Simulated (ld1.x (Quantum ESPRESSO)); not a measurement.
Cutoff test, Be (Z = 4), ultrasoft

- Element: beryllium
- Generator: ld1.x (Quantum ESPRESSO) 7.5
- Type: ultrasoft
- Functional: PBE
- Relativity: scalar-relativistic
- Frozen core: [He]
- Valence charge: 2
- Reference configuration: 2s2 2p0
- Partial waves: 2s (bound): rcut 1.95, rcutus 2.30 bohr; 2s channel at 2.25 Ry: rcut 1.95, rcutus 2.30 bohr; 2p (bound, empty): rcut 3.15, rcutus 3.80 bohr; 2p channel at 2.6 Ry: rcut 3.15, rcutus 3.80 bohr
- Local potential: all-electron potential smoothed inside 2.35 bohr (lloc = -1)
- Core correction: none
- Augmentation charge: PSQ, inside the norm-conserving radii

The pseudo-atom Hamiltonian at the reference potential is diagonalised in spherical Bessel functions j_l(qr) that vanish at 20 bohr, with q² up to the cutoff. All-electron valence levels (Ry): 2s -0.4123, 2p -0.1484.

Question: How do the lowest levels (Ry) of each channel move with the cutoff, and are there ghosts?

Answer:

```tsv
cutoff (Ry)	s #1	p #1	p #2	d #1	d #2	f #1	f #2	Σ f·Δε (mRy)
8	-0.4123	-0.1483	0.0389	0.0653	0.1548	0.1138	0.2419	0.1
10	-0.4123	-0.1484	0.0388	0.0653	0.1548	0.1138	0.2419	0.1
400	-0.4123	-0.1484	0.0388	0.0653	0.1548	0.1138	0.2419	0.0
```

Result: no extra level below or beside the all-electron valence levels (s, p, d, f tested); 10 mRy is reached at 6 Ry and 1 mRy at 6 Ry.

Its largest configuration-test error is +1199 meV.
